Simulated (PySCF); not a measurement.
Coordinates in bohr (charge 0 multiplicity 1):
```
Ru    0.0000    0.0000    0.0000
Se    4.1727    0.0000    0.0000
Se   -2.0863    3.6136    0.0000
Se   -2.0863   -3.6136    0.0000
```

Method: PBE in PySCF with Ru def2-SVP with ECP28, Se def2-SVP; scalar-relativistic core potentials, no spin–orbit coupling; density-fitted integrals.

This geometry of RuSe3 is a stationary point at this level.

(1) What is the point group?

(2) Is it a minimum?

(3) Which band is strongest in the infrared?

(4) Give the atomic charges and bond orders.

(5) Give the ideal-gas entropy at 298.15 K and 1 bar by parts.

Results:

(1) D3h.

(2) Yes: all harmonic wavenumbers are real, though the softest, 46 cm⁻¹, leaves little margin.

(3) 404 cm⁻¹ (e'), 29 km/mol.

(4) 
```json
{"atom": "Ru1", "Mulliken": "-0.09", "Löwdin": "-1.09", "polar tensor": "0.42", "Mayer order to Ru1": "–"}
{"atom": "Se2,3,4", "Mulliken": "0.03", "Löwdin": "0.36", "polar tensor": "-0.14", "Mayer order to Ru1": "1.93"}
```
Other Mayer orders above 0.3: Se–Se 0.41 (×3).

(5) translation 181.6, rotation 116.0, vibration 64.7, spin 0.0; total 362.3 J/(mol K).

Only a few start shapes were tried, so a lower isomer may exist.
